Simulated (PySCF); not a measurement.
**Correlation energy of O²⁺ (oxygen, charge +2)**

[He] 2s1 2p2 3d1, one real determinant (an excited configuration). All numbers are calculated (PySCF 2.14, the spin-free X2C one-electron Hamiltonian (Gaussian nucleus), in dyall-acv3z (15s9p4d2f, 76 functions)). Frozen: nothing; 6 electrons correlated; the 5 highest virtual orbitals of each spin left out.

```csv
level,correlation energy (mhartree)
CCSD,-83.05
(T),-3.03
CCSD(T),-86.08
```

Diagnostics: T1 = 0.0087, D1 = 0.0296, largest double amplitude 0.257.

Question: Is a single reference adequate?

Answer: Not fully. The real determinant used has ⟨L²⟩ near 8 against 12 for a pure F term, so it mixes terms. The outer electron is Rydberg-like, and this basis confines it to a smaller radius and binds it less than a complete one would. A double-excitation amplitude exceeds 0.15, a sign of near-degeneracy.

The reference is one real determinant that mixes LS terms of this configuration.
